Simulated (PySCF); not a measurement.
# One molecule, several mistakes: C2GeH7

All numbers below are calculated, not measured. The program is PySCF 2.14.0, an open-source quantum chemistry code, run on an isolated molecule that a program drew, which may never have been made. The molecule is C2GeH7 (charge 0, doublet), drawn as the SMILES string `[CH3][GeH][CH3]`.

Each row is a Hartree-Fock (HF) and frozen-core CCSD(T) single point in the cc-pVDZ basis, meant for a local HF minimum. Run 1 is clean. Each other run has one planted mistake out of seven kinds, and not every kind appears here: one electron removed, one electron added, multiplicity raised by two, geometry at a saddle point, minimal basis STO-3G, one bond length entered in bohr, all coordinates scaled. The reference is restricted for singlets and unrestricted otherwise, and also for a bond in bohr. Adding or removing an electron swaps singlet and doublet. Electrons count all cores. HOMO and LUMO are orbital energies over both spins, the gradient is its largest component, and the lowest frequency (negative if imaginary) is given only where the gradient is small. Bond lengths are over the 9 bonds as drawn. T1 is the CCSD diagnostic: over 0.02 (restricted) or 0.045 (unrestricted) a single reference is doubtful. Germanium has the cc-pVDZ-PP basis, with a core potential (ECP10MDF) in place of its 10 inner electrons, and its 3s, 3p and 3d shells are frozen in CCSD(T).

Geometry of the clean run:
```xyz
10
C2GeH7, angstrom
C     0.6735   -3.1423    0.8379
Ge    0.7705   -1.6767   -0.4782
C    -1.0108   -1.2653   -1.2181
H     1.6619   -3.3538    1.2492
H     0.0066   -2.8646    1.6589
H     0.2887   -4.0501    0.3692
H     1.3689   -0.4158    0.1828
H    -1.6916   -0.9724   -0.4139
H    -1.4248   -2.1405   -1.7226
H    -0.9477   -0.4459   -1.9360
```

```
run  electrons  basis functions  <S^2>  HOMO (eV)  LUMO (eV)  gradient (hartree/bohr)  lowest frequency (cm^-1)  mean bond (Å)  longest bond (Å)      T1  HF (hartree)  CCSD(T) (hartree)                     mistake
  1         51               86  0.753      -8.18       1.75                  1.3e-05                       132         1.3380             1.972  0.0091    -373.16380         -373.60310                    no fault
  2         51               86  0.753      -7.77       2.27                  8.7e-02                         -         1.2122             1.787  0.0082    -373.07517         -373.50053      all coordinates scaled
  3         50               86  0.000     -17.24      -6.35                  6.4e-02                         -         1.3380             1.972  0.0110    -372.89651         -373.32836        one electron removed
  4         51               86  3.762      -2.33      -2.06                  1.4e-01                         -         1.3380             1.972  0.0267    -372.86985         -373.30245  multiplicity raised by two
  5         52               86  0.000       0.00       9.29                  6.3e-02                         -         1.3380             1.972  0.0088    -373.12989         -373.59799                           ?
  6         51               86  1.338      -8.65       1.49                  2.3e-02                         -         1.4461             2.067  0.0440    -373.04832         -373.48223                           ?
```

**Which mistake was planted in run 5, and what did it cost?**

It counts 52 electrons, one more than the clean run, at the same geometry and basis. So the mistake is: one electron added. Subtracting run 1 and multiplying by 627.51 kcal/mol a hartree, the energy moved by 21.3 kcal/mol in HF and 3.2 kcal/mol in CCSD(T).

**Which mistake was planted in run 6, and what did it cost?**

The mean bond changes by a factor of 1.081 and the longest by 1.048, so the molecule wasn't scaled as a whole. A length L in bohr read as angstrom grows by (1/0.5292 - 1) L = 0.890 L. The 9 bonds together grew by 9 x 0.1081 = 0.973 Å, which gives L = 1.093 Å. That is the length of one of the C-H bonds, 1.094 Å in the clean geometry. So the mistake is: one bond length entered in bohr. Subtracting run 1 and multiplying by 627.51 kcal/mol a hartree, the energy moved by 72.5 kcal/mol in HF and 75.8 kcal/mol in CCSD(T).

Cautions from the logs. Run 5: the HOMO is above zero, so the electron isn't bound and the energy depends on the basis.
